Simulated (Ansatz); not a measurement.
The inner images of a band of GaH3O + H2S (8 atoms, charge 0, multiplicity 1) are given out of order.

All numbers below come from RHF/def2-SVP in Ansatz 0.2.0.

First end point:

```xyz
8
Properties=species:S:1:pos:R:3
Ga -0.018 -0.060 0.166
O -0.242 -0.704 1.830
H -1.097 -1.011 2.083
H 1.472 0.024 -0.314
H -1.290 0.022 -0.757
S -0.042 2.667 1.211
H 1.284 2.816 1.260
H -0.134 2.142 2.435
```

Last end point:

```xyz
8
Properties=species:S:1:pos:R:3
Ga 0.097 0.579 0.060
O -0.326 -0.172 2.092
H -1.040 -0.778 2.239
H 1.508 -0.057 -0.197
H -1.241 0.085 -0.603
S 0.043 2.755 0.720
H 1.352 2.903 0.947
H -0.459 0.580 2.657
```

Problem. Put them in order from the first end to the last, with their energies above the first end.
A.
```xyz
8
Properties=species:S:1:pos:R:3
Ga 0.061 0.362 0.032
O -0.238 -0.053 1.993
H -0.953 -0.585 2.322
H 1.523 -0.041 -0.339
H -1.264 0.007 -0.734
S -0.078 2.564 1.083
H 1.208 2.686 1.430
H -0.326 0.955 2.128
```
B.
```xyz
8
Properties=species:S:1:pos:R:3
Ga 0.023 0.109 0.114
O -0.225 -0.272 1.902
H -0.986 -0.715 2.239
H 1.518 0.003 -0.343
H -1.264 0.035 -0.777
S -0.094 2.567 1.245
H 1.216 2.689 1.473
H -0.255 1.480 2.062
```
C.
```xyz
8
Properties=species:S:1:pos:R:3
Ga 0.048 0.237 0.076
O -0.253 -0.123 1.939
H -0.959 -0.659 2.271
H 1.535 -0.006 -0.337
H -1.252 0.033 -0.773
S -0.101 2.516 1.224
H 1.199 2.681 1.482
H -0.284 1.216 2.032
```
D.
```xyz
8
Properties=species:S:1:pos:R:3
Ga 0.081 0.488 -0.002
O -0.241 -0.095 2.047
H -0.980 -0.605 2.348
H 1.511 -0.064 -0.325
H -1.255 0.020 -0.689
S -0.036 2.631 0.885
H 1.223 2.703 1.331
H -0.369 0.816 2.320
```
E.
```xyz
8
Properties=species:S:1:pos:R:3
Ga 0.005 0.008 0.128
O -0.195 -0.437 1.873
H -1.018 -0.772 2.190
H 1.492 0.011 -0.363
H -1.286 0.009 -0.766
S -0.070 2.641 1.239
H 1.249 2.727 1.432
H -0.243 1.706 2.181
```
F.
```xyz
8
Properties=species:S:1:pos:R:3
Ga -0.012 -0.045 0.140
O -0.204 -0.578 1.848
H -1.053 -0.864 2.143
H 1.469 0.011 -0.368
H -1.302 -0.012 -0.759
S -0.036 2.666 1.212
H 1.285 2.772 1.375
H -0.214 1.945 2.324
```
G.
```xyz
8
Properties=species:S:1:pos:R:3
Ga 0.089 0.545 0.015
O -0.278 -0.134 2.076
H -1.001 -0.701 2.307
H 1.504 -0.065 -0.273
H -1.251 0.057 -0.651
S 0.005 2.701 0.767
H 1.279 2.789 1.161
H -0.414 0.702 2.513
```

Solution. F (+0.3 kcal/mol), E (+1.8 kcal/mol), B (+6.3 kcal/mol), C (+13.2 kcal/mol), A (-2.9 kcal/mol), D (-13.1 kcal/mol), G (-15.4 kcal/mol).

Run time: 3.1 min on 1 thread of Arm Neoverse V1, on a shared host, peak memory 0.2 GiB.
